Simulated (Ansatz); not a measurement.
Start from `BB(C)CC` and change one atom or group to get `CBCC`.

Ansatz, PBE0-D4/def2-TZVP geometries, multiplicity 1. Each molecule was computed in one conformer, which needn't be the lowest.

```
                                          property  `BB(C)CC`
             HOMO–LUMO gap (B3LYP/def2-TZVPP) / eV       5.75
                HOMO energy (PBE0/def2-TZVPP) / eV      -7.60
    size of the dipole moment (PBE/def2-TZVPP) / D       0.83
size of the dipole moment (ωB97M-V/def2-TZVPP) / D       0.73
                 LUMO energy (PBE/def2-TZVPP) / eV      -2.47
  size of the dipole moment (B3LYP/def2-TZVPP) / D       0.73
```

(1) What does the change do to each property? (Best estimate.)

Results:

(1) The calculation gave: 
```
                                          property  `CBCC`  shift
             HOMO–LUMO gap (B3LYP/def2-TZVPP) / eV    7.38   1.63
                HOMO energy (PBE0/def2-TZVPP) / eV   -8.38  -0.78
    size of the dipole moment (PBE/def2-TZVPP) / D    0.40  -0.43
size of the dipole moment (ωB97M-V/def2-TZVPP) / D    0.37  -0.36
                 LUMO energy (PBE/def2-TZVPP) / eV   -1.61   0.86
  size of the dipole moment (B3LYP/def2-TZVPP) / D    0.35  -0.38
```

With PBE0 the HOMO falls by 0.78 eV and the LUMO rises by 0.87 eV, so the gap widens by about 1.65 eV. PBE moves the HOMO by -0.71 eV and ωB97M-V by -0.82 eV. Dipoles are sizes alone; their direction can turn.

B3LYP here is the variant with VWN-RPA as its local correlation; programs differ in this.
